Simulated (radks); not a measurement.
All-electron atom: Fe3+ in [Ar] 3d5. Calculated with a radial shooting solver on a logarithmic mesh with Libxc functionals: non-relativistic Kohn-Sham, TASK exchange with Perdew-Wang LDA correlation, spin-polarised, spherical densities, point nucleus; open shells are filled with parallel spins first; meta-GGA in the generalised Kohn-Sham scheme.

Unscreened Slater integrals over Kohn-Sham orbitals (hartree). They are taken over the spin-up orbitals.

F0(3d,3d): 0.96394
F2(3d,3d): 0.45618
F4(3d,3d): 0.28589
F0(3d,3p): 1.0089
F2(3d,3p): 0.48417
G1(3d,3p): 0.59862
G3(3d,3p): 0.36574
F0(3d,3s): 1.0266
G2(3d,3s): 0.45665
F0(3d,2p): 1.3235
F2(3d,2p): 0.25897
G1(3d,2p): 0.19290
G3(3d,2p): 0.10942
F0(3p,3p): 1.0656
F2(3p,3p): 0.53430
F0(3p,3s): 1.0846
G1(3p,3s): 0.71916
F0(3p,2p): 1.4474
F2(3p,2p): 0.28899
G0(3p,2p): 0.11318
G2(3p,2p): 0.11842
F0(3s,3s): 1.1053
F0(3s,2p): 1.4729
G1(3s,2p): 0.12192
F0(2p,2p): 3.8498
F2(2p,2p): 1.8141

Derived for the open shells (J is the average intra-shell exchange parameter used in DFT+U). 3d: Racah B = F2/49 - 5 F4/441 = 0.006068 hartree, C = 35 F4/441 = 0.02269 hartree, C/B = 3.74, F4/F2 = 0.627, J = (F2 + F4)/14 = 0.05301 hartree.
